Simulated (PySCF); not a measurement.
Cartesian coordinates (Å):
```xyz
14

V     -0.1242    -0.0624     0.0881
F     -0.7383    -1.4945    -0.8116
N     -0.1281    -0.6129     1.8208
H      0.6215    -1.1659     2.2326
H     -0.9575    -0.5944     2.4119
N      1.4559    -0.4590    -0.8147
H      2.2334     0.1821    -0.9453
H      1.4178    -1.1829    -1.5316
N      0.5275     1.6530     0.4197
H      0.7563     1.9844     1.3541
H      0.7074     2.3769    -0.2755
N     -1.7375     0.6887    -0.4616
H     -1.9453     1.6832    -0.4803
H     -2.3033     0.1555    -1.1210
```
Charge 0, multiplicity 1.

What is the computed charge on the central atom (Mulliken), LUMO, total energy, HOMO–LUMO gap and HOMO (TPSSh-D3(BJ)/def2-TZVP // r2SCAN-D4/def2-SVP in PySCF)?


```
Item                                          Result
-------------------------------------  -------------
charge on the central atom (Mulliken)         1.30 e
LUMO                                        -2.69 eV
total energy                           -1267.9674 Ha
HOMO–LUMO gap                                3.65 eV
HOMO                                        -6.34 eV
```
